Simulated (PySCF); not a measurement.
[Cd(NH2)2], neutral singlet in the gas phase. 

Cartesian coordinates (Å):
```xyz
7

Cd     0.0140     0.0626     0.2256
N      0.9588    -1.7100     0.4537
H      0.2983    -2.4798     0.6344
H      1.5938    -1.6973     1.2642
N     -0.9992     1.7362    -0.2835
H     -0.4423     2.3562    -0.8891
H     -1.2348     2.3010     0.5447
```
Charge 0, multiplicity 1.

All levels are single points at this geometry (PBE-D3(BJ)/def2-SVP); Pople sets use spherical d functions. Orbital energies aren't observables, and empty levels follow the basis.

```csv
level,HOMO (eV),LUMO (eV),gap (eV),dipole (D),"vertical IE, Delta-SCF (eV)"
TPSSh-D3(BJ)/def2-TZVP in PySCF,-5.94,-1.01,4.93,1.74,–
B3LYP/6-311+G** (LANL2DZ on Cd) in PySCF,-6.36,-1.13,5.24,1.99,–
B3LYP/6-31G* (LANL2DZ on Cd) in PySCF,-5.91,-0.68,5.23,1.89,8.18
BP86/6-31G* (LANL2DZ on Cd) in PySCF,-4.92,-1.29,3.63,1.78,–
M06-2X/6-31G* (LANL2DZ on Cd) in PySCF,-7.49,0.34,7.83,2.09,–
PBE/6-31G* (LANL2DZ on Cd) in PySCF,-4.81,-1.19,3.61,1.78,–
```
